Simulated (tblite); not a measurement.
Species: C₄H₆F₃GeSi (charge -1).
SMILES with atom numbers: `[F:1][C:2]([F:3])([F:4])[Si@H:5]1[CH:6]=[CH:7][CH2:8][GeH-:9]1` (hydrogens: H10 on Si5; H11 on C6; H12 on C7; H13, H14 on C8; H15 on Ge9)
Bond orders are those of one Lewis drawing.

Computed with GFN2-xTB (tblite), gas phase: L-BFGS steps from a force-field or distance-geometry start until the largest atomic force falls under 0.01 eV/Å.

Geometry at step 3:
```
atom  x, y, z in Å
F1     -3.0120    0.2791   -1.2727
C2     -2.2491   -0.3226   -0.3225
F3     -1.8467   -1.4588   -0.9088
F4     -3.1489   -0.7247    0.6144
Si5    -0.7673    0.7795    0.1990
C6      0.2857   -0.2617    1.3497
C7      1.5247   -0.4092    0.9471
C8      2.0572    0.1436   -0.3209
Ge9     0.6999    1.3206   -1.4771
H10    -1.3700    1.9296    0.9357
H11    -0.0702   -0.6927    2.2827
H12     2.2259   -0.9749    1.5614
H13     2.5279   -0.6189   -0.9418
H14     2.8613    0.8658   -0.1070
H15     0.2770    0.1532   -2.5611
```

Problem. What forces act on the atoms?

Solution. 
```csv
atom,Fx (eV/Å),Fy (eV/Å),Fz (eV/Å)
F1,-0.162,0.262,-0.002
C2,-0.314,0.069,-0.054
F3,0.204,-0.455,-0.048
F4,-0.241,-0.053,0.310
Si5,0.113,0.207,-0.114
C6,-1.111,0.285,0.208
C7,0.835,-0.199,-0.311
C8,-0.320,0.798,-0.526
Ge9,0.813,-0.017,-0.386
H10,-0.197,-0.370,0.155
H11,0.104,0.009,-0.038
H12,0.213,-0.124,0.068
H13,-0.008,-0.207,0.120
H14,0.094,-0.210,0.254
H15,-0.022,0.004,0.363
```

The largest, 1.17 eV/Å, acts on C6; the rms over all components is 0.343 eV/Å. The forces sum to zero within rounding, as they must for an isolated molecule in no field.

Problem. Give the force on C6 in Eh/bohr and in nN.

Solution. 1.166 eV/Å ÷ 51.422 = 0.02267 Eh/bohr, and 1.166 eV/Å × 1.602 = 1.87 nN.

Problem. How far is this geometry from the end of the optimisation?

Solution. 0.326 eV above it, and 0.562 Å rms away after alignment. The bonds farthest from their final lengths, with half the difference of the two atoms' forces along the bond (positive lengthens):

| bond | now (Å) | final (Å) | force along bond (eV/Å) |
| --- | --- | --- | --- |
| Si5–Ge9 | 2.292 | 2.370 | +0.30 |
| C8–Ge9 | 2.136 | 2.074 | -0.62 |
| C2–Si5 | 1.919 | 1.959 | +0.20 |
| Ge9–H15 | 1.648 | 1.625 | -0.15 |
| C2–F3 | 1.340 | 1.356 | +0.30 |
| C6=C7 | 1.311 | 1.326 | +1.03 |

The angle farthest from its final value is C2–Si5–Ge9, 115.5° against 129.0°.

Of the 6 listed bonds off by 0.010 Å or more, this force points towards the final length in 6.

What follows is the cost of the whole relaxation. Hardware: AMD EPYC, one thread, no GPU, shared host with 64 logical CPUs at a one-minute load of 64. Cost: 3.0 s wall.
